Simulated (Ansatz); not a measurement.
```xyz
11

B    -0.945   -2.140   -1.041
N    -0.339   -0.903   -1.300
C     0.036    0.018   -0.385
C     0.372    0.841    0.423
C     0.771    1.825    1.411
H    -1.207   -2.830   -1.981
H    -1.170   -2.450    0.087
H    -0.145   -0.638   -2.255
H     1.847    1.788    1.604
H     0.255    1.650    2.358
H     0.523    2.837    1.080
```

Charge 0, multiplicity 1.

(1) List the ωB97M-V/def2-TZVPP orbital energies in eV (Ansatz 0.2.0). (An estimate is asked.)

## Answers

(1) Ansatz gave: Occupied: -395.74, -282.02, -281.88, -281.30, -187.73, -28.80, -24.43, -22.18, -18.64, -18.04, -15.35, -14.59, -14.51, -13.97, -13.19, -11.79, -9.83, -8.90. Lowest empty: 1.37, 2.25, 2.79, 3.47, 3.71, 3.86, 4.17, 4.75.
